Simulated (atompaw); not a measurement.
**What one change does to a pseudopotential (beryllium, PAW (atompaw))**

* Element: beryllium (Be)
* Generator: atompaw 4.2.0.5
* Type: PAW
* Functional: PBE
* Relativity: scalar-relativistic
* Frozen core: none
* Valence charge: 4
* Reference configuration: 1s2 2s0 2p0 (charge +2)
* Partial waves: 1s (bound); 2s (bound, empty); 2p (bound, empty); 2p channel at 0.1 Ry; 3d channel at -0.1 Ry; 3d channel at 1.35 Ry
* Local potential: ultrasoft scheme with l = 3 at 0 Ry, radius 2.70 bohr
* Core correction: none
* Augmentation charge: sinc compensation charge, radius 3.00 bohr; PAW radius 3.00 bohr; waves and projectors: bloechl

Change: all radii scaled by about 0.89 (s 0.44, p 2.66, d 2.36 bohr); local potential ultrasoft scheme with l = 3 at 0 Ry, radius 2.40 bohr; augmentation sinc compensation charge, radius 2.66 bohr; PAW radius 2.66 bohr; waves and projectors: bloechl.

Cutoffs: the cutoffs (Ry, on a coarse ladder) from which the occupation-weighted sum of valence levels, in a spherical-Bessel basis at the reference potential, stays within 10 and 1 mRy of its value at 400 Ry; they do not see the model core or the augmentation charge, which bear on the density cutoff.

Problem. What does the change do?

Solution. The potential gets harder (12 Ry and 18 Ry → 18 Ry and 25 Ry); neither file shows a bound ghost. A smaller radius makes the pseudo-wave follow the all-electron one further in, where it bends more sharply, so more plane waves are needed.

| quantity | base | changed |
| --- | --- | --- |
| cutoff, loose | 12 Ry | 18 Ry |
| cutoff, tight | 18 Ry | 25 Ry |
| bound ghosts | none | none |
| lowest overlap eigenvalue by channel | s 1.00, p 1.00, d 1.00 | s 1.00, p 1.00, d 0.07 |

Base: The cutoffs count occupied waves only; the empty 2s level needs 18 Ry at the loose tolerance. The cutoffs see the waves, projectors and local potential, not the compensation charge or the core.
